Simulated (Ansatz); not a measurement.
Ligand-field states of cis-[FeF2(H2O)4]+ (FeO4F2H8⁺) at its PBE-D4/def2-SVP geometry (relaxed as a sextet).

Cartesian coordinates in Å:
```
Fe -0.396 -0.002 0.075
F -1.596 -1.184 -0.588
O 1.509 0.839 0.664
H 2.205 0.257 1.031
H 1.319 1.512 1.351
F -1.056 1.249 1.220
O 0.958 -0.948 -1.299
H 1.559 -0.436 -1.875
H 0.474 -1.580 -1.870
O -0.841 1.424 -1.476
H -1.208 2.215 -1.025
H -1.563 1.101 -2.055
O -0.142 -1.349 1.742
H -0.666 -2.162 1.577
H -0.556 -0.936 2.529
```

CASSCF(5,5) on the Fe 3d shell in def2-SVP, averaged with equal weights over 1 sextet and 12 quartets and 9 doublets, then SC-NEVPT2; Ansatz, no spin–orbit coupling. The space holds no ligand orbitals and no second d shell, so covalent complexes are described poorly.

(1) Estimate the states' energies above the lowest.

Answers

(1) 
```json
{"state": "sextet 1", "CASSCF (eV)": "0.00", "NEVPT2 (eV)": "0.00"}
{"state": "quartet 1", "CASSCF (eV)": "3.21", "NEVPT2 (eV)": "2.51"}
{"state": "quartet 2", "CASSCF (eV)": "3.28", "NEVPT2 (eV)": "2.62"}
{"state": "quartet 3", "CASSCF (eV)": "3.38", "NEVPT2 (eV)": "2.76"}
{"state": "quartet 4", "CASSCF (eV)": "3.71", "NEVPT2 (eV)": "3.11"}
{"state": "quartet 5", "CASSCF (eV)": "3.96", "NEVPT2 (eV)": "3.47"}
{"state": "quartet 6", "CASSCF (eV)": "4.05", "NEVPT2 (eV)": "3.65"}
{"state": "quartet 7", "CASSCF (eV)": "4.13", "NEVPT2 (eV)": "3.78"}
{"state": "quartet 8", "CASSCF (eV)": "4.21", "NEVPT2 (eV)": "3.89"}
{"state": "quartet 9", "CASSCF (eV)": "4.21", "NEVPT2 (eV)": "3.90"}
{"state": "quartet 10", "CASSCF (eV)": "4.62", "NEVPT2 (eV)": "3.90"}
{"state": "quartet 11", "CASSCF (eV)": "4.91", "NEVPT2 (eV)": "4.37"}
{"state": "quartet 12", "CASSCF (eV)": "5.00", "NEVPT2 (eV)": "4.45"}
{"state": "doublet 1", "CASSCF (eV)": "4.33", "NEVPT2 (eV)": "3.28"}
{"state": "doublet 2", "CASSCF (eV)": "4.51", "NEVPT2 (eV)": "3.54"}
{"state": "doublet 3", "CASSCF (eV)": "4.77", "NEVPT2 (eV)": "3.88"}
{"state": "doublet 4", "CASSCF (eV)": "5.18", "NEVPT2 (eV)": "4.49"}
{"state": "doublet 5", "CASSCF (eV)": "5.21", "NEVPT2 (eV)": "4.54"}
{"state": "doublet 6", "CASSCF (eV)": "5.26", "NEVPT2 (eV)": "4.59"}
{"state": "doublet 7", "CASSCF (eV)": "5.35", "NEVPT2 (eV)": "4.71"}
{"state": "doublet 8", "CASSCF (eV)": "5.38", "NEVPT2 (eV)": "4.73"}
{"state": "doublet 9", "CASSCF (eV)": "5.51", "NEVPT2 (eV)": "4.90"}
```
The lowest NEVPT2 state is a sextet. It took 92 s on 4 threads of Intel Xeon Platinum 8259CL on a shared host, peak host memory 1.1 GiB.
